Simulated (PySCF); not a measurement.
**Checking a proposed structure**

A compound C6H12OSi gives the data below (simulated from a calculation) and was assigned the structure `C=C(C)[Si@@H]1C[C@@H]1OC`.

¹³C{¹H} NMR (computed): δ 166.2 (C), 146.4 (C), 127.8 (CH), 94.2 (CH2), 31.6 (CH3), 22.2 (CH3).

¹H NMR (300 MHz, computed): δ 5.88 (s, 1H), 4.98 (s, 3H), 4.32 (br s, 1H), 4.12 (br s, 1H), 2.17 (s, 3H), 1.92 (s, 3H).

All values are calculated (PySCF 2.14): GIAO PBE0/pcSseg-1 shieldings, GFN2-xTB geometry. Rapidly exchanging positions averaged, in vacuum, one computed conformer, no relativistic terms.

References, each an isolated molecule treated in the same way: ¹H (σ = 31.72 ppm) and ¹³C (σ = 186.93 ppm) vs TMS.

Question: Compare with the shifts computed for the proposed structure, pairing carbons in order of shift.

Answer: Numbering as in the mapped SMILES `[CH2:1]=[C:2]([CH3:3])[Si@@H:4]1[CH2:5][C@@H:6]1[O:7][CH3:8]`. Hydrogens are named by the atom that carries them.

```
atom  computed for proposal  given list  difference
  C2                  149.6       166.2       -16.6
  C1                  136.7       146.4        -9.7
  C6                   67.5       127.8       -60.3
  C8                   63.2        94.2       -31.0
  C3                   26.8        31.6        -4.8
  C5                    6.3        22.2       -15.9
```

The rms difference is 29.6 ppm and the largest -60.3 ppm at C6 (three-membered-ring carbon). The carbon types in order of shift don't match either: C, CH2, CH, CH3, CH3, CH2 for the proposal against C, C, CH, CH2, CH3, CH3 in the data. The proposal doesn't fit.

Question: Which isomer fits?

Answer: `C=C(C=C(C)C)O[SiH3]`.

- Carbon types of the structure: 2 × C, 1 × CH, 1 × CH2, 2 × CH3, leaving 3 H on heteroatoms.
- δC 166.2: alkene carbon bearing oxygen; an sp2 carbon further deshielded by the attached heteroatom.
- δC 146.4: fully substituted alkene carbon; the olefinic region.
- δC 127.8: alkene CH; as expected for a trigonal carbon in a double bond.
- δC 94.2: β carbon of an enol-ether or enamine type C=C; the O or N lone pair pushes π density onto this β carbon and shields it.

Other isomers checked: C=C[C@@H]1[C@@H]([SiH3])[C@@H]1OC (rms 31.2 ppm).

This is the structure that produced the data.

Shifts are as computed. Against solution values, carbons near 30 ppm lie about +3 ppm off and those near 130 ppm about +5 ppm. Of 1211 compounds with measured shifts, 218 miss one by over three times the rms of a fit or turn the order of signals round; such compounds aren't used in these exercises. Multiplicities follow the n + 1 count of equivalent neighbours, as no J values were calculated; m marks all less simple cases, F and P coupling included.
